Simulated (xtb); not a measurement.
FO₂W, doublet, geometry from GFN2-xTB (such geometries of metal compounds can be far from the true shape) (the multiplicity is a formal guess), atoms displaced at random by about 0.05 Å a coordinate.

The xtb input:
```
$ xtb mol.xyz --gfn 2 --uhf 1 --opt --json

# file mol.xyz
4

W      0.10200875     0.00761143     0.12278941
O      1.53783455    -0.48917893    -0.67393100
O     -0.60357393    -0.82171744     1.33020197
F     -1.11669555     0.94409222    -1.05559783
```

Q: Estimate the dipole moment that xtb with GFN2-xTB returns for this input.

A: 4.11 D

Q: What is the computed total energy at the end of the optimisation (GFN2-xTB)?

A: -15.3042 Eh
